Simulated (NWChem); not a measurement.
# GeNH₄Cl; SMILES [NH2][GeH2][Cl]

```xyz
7

Ge     0.4070    -0.4449     0.0512
N     -0.9644    -1.6269     0.1810
Cl    -0.2571     1.5960    -0.3598
H      1.2870    -0.8543    -1.1337
H      1.1298    -0.3942     1.4006
H     -1.6034    -1.4709     0.9561
H     -1.5033    -1.7662    -0.6696
```
Atoms are numbered in this order, from 1.

All runs: NWChem. All runs use the structure optimised with PBE0/def2-SVP. B3LYP is NWChem's, with the RPA form of VWN correlation. Static field.

```json
[
 {"level": "PBE/def2-SVPD", "isotropic polarisability (bohr³)": "56.8", "anisotropy (bohr³)": "15.8"},
 {"level": "B3LYP/def2-SVPD", "isotropic polarisability (bohr³)": "55.0", "anisotropy (bohr³)": "?"},
 {"level": "LC-BLYP (range parameter 0.33 per bohr)/def2-SVPD", "isotropic polarisability (bohr³)": "54.8", "anisotropy (bohr³)": "14.0"},
 {"level": "Hartree-Fock/def2-SVPD", "isotropic polarisability (bohr³)": "49.8", "anisotropy (bohr³)": "11.1"}
]
```

Q: What belongs in the gaps?

A: 
- B3LYP/def2-SVPD, anisotropy (bohr³): 14.5
